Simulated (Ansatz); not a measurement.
The same path of CH7FN2SSi (13 atoms, charge 0, multiplicity 1) was run 3 times with different band settings. The coordinate that changes most is the dihedral N5–C2–S4–H9.

All numbers below come from RKS PBE/def2-SVP in Ansatz.

Relaxed end points:

```xyz
13
Properties=species:S:1:pos:R:3
N -1.589 1.134 -0.468
C -0.693 0.050 -0.392
F -1.223 -1.114 0.237
S -0.404 -0.621 -2.145
N 0.450 0.392 0.366
Si 1.468 -0.799 1.184
H -1.873 1.445 0.469
H -2.401 0.921 -1.054
H 0.105 0.553 -2.611
H 0.819 1.320 0.150
H 1.797 -1.969 0.300
H 0.846 -1.307 2.453
H 2.720 -0.040 1.526
```

```xyz
13
Properties=species:S:1:pos:R:3
N -1.687 1.219 -0.302
C -0.676 0.256 -0.467
F -1.065 -1.068 -0.091
S -0.346 0.194 -2.323
N 0.445 0.529 0.362
Si 1.424 -0.739 1.104
H -1.916 1.350 0.689
H -2.522 1.018 -0.861
H 0.270 -1.019 -2.264
H 0.870 1.439 0.171
H 1.888 -1.786 0.124
H 0.712 -1.422 2.235
H 2.622 -0.005 1.639
```

Common settings: movable images 5; climbing image yes; spring 5.0 eV/Å²; start path through a guess of the saddle point; iteration limit 60; end points relaxed.

| run | optimiser | force threshold | largest step |
| --- | --- | --- | --- |
| 1 | quadratic models (default) | 0.05 eV/Å | default |
| 2 | fire | 0.05 eV/Å | 0.02 Å |
| 3 | quadratic models (default) | 0.2 eV/Å | default |

(1) What does each run give, and how far can it be trusted?

Results:

(1) Run 1: converged after 10 iterations, highest image 0.102 eV above the first end. A vibrational analysis at the climbing image gives one clearly imaginary mode, 221i cm⁻¹: a first-order saddle point.
Run 2: converged after 52 iterations, highest image 0.128 eV above the first end. The order of the stationary point at the top wasn't checked.
Run 3: converged after 5 iterations, highest image 0.109 eV above the first end. The threshold of 0.2 eV/Å is loose, so the images may lie well off the minimum-energy path. The order of the stationary point at the top wasn't checked.
